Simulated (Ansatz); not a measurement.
Computed with Ansatz on PBE0-D4/def2-TZVP structures; ΔE is electronic, products minus reactants. CCSD(T)/CBS adds triple-zeta CCSD(T) − MP2 to the extrapolated MP2 energy (def2 sets, frozen cores). This one scheme is used for every species. Functionals use def2-TZVPP. One conformer a species, not always the lowest.

`C[Si](O)(S)Cl` + `C=O` → `C[Si](S)(Cl)C=O` + H₂O  (formal exchange of groups at the Si–O bond)

```csv
species,ωB97X-V energy (Eh)
`C[Si](O)(S)Cl`,-1264.26221
`C=O`,-114.51083
`C[Si](S)(Cl)C=O`,-1302.29081
H₂O,-76.43446
```

Problem. Work out ΔE.

Solution. ΔE = (-1302.29081) + (-76.43446) − (-1264.26221) − (-114.51083) = 0.04777 Eh = +30.0 kcal/mol. CCSD(T)/CBS gives +29.1 kcal/mol.

Largest T1 diagnostic among the species: 0.015.

In def2-TZVPP, CCSD(T) changes the Hartree–Fock value by −4.7 kcal/mol (the triples alone add −0.8 kcal/mol) and MP2 by −4.2 kcal/mol. The D4 term adds −1.1 kcal/mol with B3LYP and −0.7 kcal/mol with PBE0; it sums over pairs of atoms, weighted by their polarisabilities, and B3LYP, whose exchange is more repulsive, gets the larger term.

B3LYP here is the variant with VWN-RPA as its local correlation; programs differ in this.
